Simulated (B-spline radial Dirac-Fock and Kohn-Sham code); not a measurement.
# Kohn-Sham estimates against Dirac-Fock for the levels of Pm⁷⁺

System: promethium as Pm⁷⁺ in the configuration [Kr] 4d10 4f3 5s2 5p3.

The density-functional columns are spherical, spin-unpolarised Dirac-Kohn-Sham results without Breit or QED terms: −ε is minus the orbital energy of the initial state and ΔSCF the difference of two total energies. The reference in the last column comes from Dirac-Fock (average of configuration) total-energy differences with a finite nucleus, the Breit interaction including its frequency dependence, and self-energy and vacuum-polarisation corrections. All numbers are from a radial atomic solver, in eV; a selection of levels is shown. The Kohn-Sham columns are given as differences from the reference. For the 1s level of heavy atoms much of the gap between ΔSCF and the reference is the Breit and QED part, -184.1 eV here; for other levels the error of the functional can be larger.

```csv
level,PBE −ε − DF,PBE ΔSCF − DF,LDA −ε − DF,LDA ΔSCF − DF,Dirac-Fock
K (1s),-219.7,+216.7,-263.7,+171.4,45298.8
L1 (2s),-136.0,-53.5,-141.8,-59.0,7549.8
L2 (2p1/2),-103.3,-0.2,-105.6,-2.4,7129.8
L3 (2p3/2),-110.1,-16.0,-111.8,-17.6,6576.4
M1 (3s),-71.3,-42.3,-72.9,-43.7,1770.8
M2 (3p1/2),-57.9,-27.5,-58.4,-27.9,1591.2
M3 (3p3/2),-57.3,-28.4,-57.7,-28.7,1478.0
M4 (3d3/2),-38.3,-5.4,-38.0,-5.1,1170.2
M5 (3d5/2),-38.9,-6.5,-38.6,-6.2,1146.3
N1 (4s),-34.8,-20.0,-35.5,-20.7,454.9
N3 (4p3/2),-27.6,-13.5,-28.0,-13.9,359.4
N4 (4d3/2),-14.9,-1.3,-14.9,-1.2,242.0
N5 (4d5/2),-15.0,-1.5,-14.9,-1.4,237.6
"N6,7 (4f)",-9.3,+2.8,-8.9,+3.2,109.3
O1 (5s),-7.2,+1.1,-6.7,+1.6,137.2
"O2,3 (5p)",-6.1,+1.4,-5.7,+1.9,113.2
```

Values without a named source are computed, but for edge energies of neutral atoms, which are taken from tables.
